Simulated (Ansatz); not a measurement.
C₂H₅ClF₂Si, SMILES `C[Si@H](F)[C@@H](F)Cl` at its PBE0-D4/def2-TZVP geometry, where that method's forces vanish. Charge 0, multiplicity 1.

```xyz
11

C    -1.0542   -0.4140    1.0928
Si   -0.0310   -0.6668   -0.4203
F     1.0368   -1.8376   -0.2079
C     0.9691    0.9027   -0.8280
F     0.0958    1.9230   -1.1200
Cl    1.9716    1.3690    0.5654
H    -0.4239   -0.1819    1.9533
H    -1.6408   -1.3075    1.3172
H    -1.7452    0.4189    0.9377
H    -0.8350   -1.0040   -1.6204
H     1.6567    0.7982   -1.6698
```

Question: What forces (eV/Å) does r2SCAN-D4/def2-TZVPP give on these atoms in Ansatz 0.2.0? (An estimate is asked.)

Answer: Ansatz gave: 
```
C1   0.011  0.008 -0.031
Si2 -0.036  0.014  0.004
F3   0.033 -0.030  0.012
C4   0.058 -0.382 -0.153
F5  -0.248  0.283 -0.084
Cl6  0.170  0.069  0.235
H7  -0.022 -0.007 -0.013
H8   0.004  0.025  0.006
H9   0.006 -0.018  0.022
H10  0.007  0.014  0.014
H11  0.016  0.023 -0.013
```
